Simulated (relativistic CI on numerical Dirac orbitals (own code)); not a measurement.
One change at a time: Tc38+

Base calculation: Dirac-Coulomb-Breit CI, orbitals from a KLI potential per configuration, model QED (radiative potential, 1s self-energy scaled to tabulated hydrogen-like ionisation energies), unscaled Slater integrals.

Configuration list (outside the closed core 1s2): 2s2 2p, 2s 2p2, 2p3, 2p2 3s, 2p2 3p, 2p2 3d, 2s2 3s, 2s2 3p, 2s2 3d, 2s 2p 3s, 2s 2p 3p, 2s 2p 3d, 2s2 4s, 2s2 4p, 2s2 4d, 2s2 4f. Levels of other configurations are missing.

Variants: (1) configuration mixing switched off. Shifts of the energy above 2s2 2p 2P°_1/2, in eV, for the lowest level and the first level of each name with at least 55 % of one term (blank where a level changes its place among those of its configuration and J or its character, or is not in the variant):

| Level | Base | Δ(1) |
| --- | --- | --- |
| 2s2 2p 2P°_1/2 | 0.00 | 0.00 |
| 2s 2p2 4P_1/2 | 115.09 | -4.61 |
| 2s2 2p 2P°_3/2 | 132.39 | +1.90 |
| 2s 2p2 4P_3/2 | 214.16 | -4.68 |
| 2s 2p2 4P_5/2 | 238.53 | -4.50 |
| 2s 2p2 2D_3/2 | 278.77 | -4.13 |
| 2s 2p2 2P_1/2 | 283.68 | -4.09 |
| 2s 2p2 2D_5/2 | 366.02 | -4.44 |
| 2s 2p2 2S_1/2 | 422.77 | -4.49 |
| 2s 2p2 2P_3/2 | 424.17 | -3.98 |
| 2p3 2D°_5/2 | 534.48 | -4.26 |
| 2p3 2P°_1/2 | 564.76 | -8.75 |
| 2s2 3s 2S_1/2 | 3118.00 | +7.08 |
| 2s2 3p 2P°_1/2 | 3160.08 | +7.58 |

At this charge energies of transitions that change n are usually good to better than 1 %, and those within a shell (Δn = 0) to a few per cent.

Ionisation energy from the two ground configurations alone: base 5575.31 eV. The NIST ASD value (semi-empirical) is 5570 eV.

LS names give the leading component of a level, which can be under half, so a name can repeat, a term be missing and a line seem to break the LS rules.
